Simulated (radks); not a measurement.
Values are calculated unless marked as measured or tabulated.
Fractional charge and spin in the 3d shell of germanium: the spin-up occupation runs from 4 to 5 and the spin-down occupation from 4 to 5; the fullest corner is Ge2+, [Ar] 4s2 3d(up 5, down 5). Level of theory: scalar-relativistic Kohn-Sham, LDA (Slater exchange, Perdew-Wang correlation), spin-polarised, spherical densities, finite nucleus; Fermi nuclear charge, rms radius of each element as measured or else 0.836 A^(1/3) + 0.57 fm (a radial shooting solver on a logarithmic mesh with Libxc functionals). Energy (eV) minus the two flat planes that join the four corners (they meet along the diagonal where the two added fractions sum to one electron); zero is where a piecewise linear energy would lie.

down \ up,4,4.25,4.5,4.75,5
4,0.000,-2.400,-3.177,-2.366,0.000
4.25,-2.400,-3.092,-2.199,0.246,-2.164
4.5,-3.177,-2.199,0.328,-2.004,-2.860
4.75,-2.366,0.246,-2.004,-2.781,-2.125
5,0.000,-2.164,-2.860,-2.125,0.000

Corners above the fullest one (they belong to Ge3+ and the next ion): (up 5, down 4) 60.770 eV, (up 4, down 5) 60.770 eV, (up 4, down 4) 147.02 eV. With half an added electron in each spin the energy lies 0.328 eV from the planes, and with half an added electron in spin up alone -3.177 eV. The planes are only a guide here: the flat-plane condition holds for ground states with one frontier orbital, while this shell lies below other occupied shells, so the corners above the fullest one are inner-hole states and not the ground states of those ions.
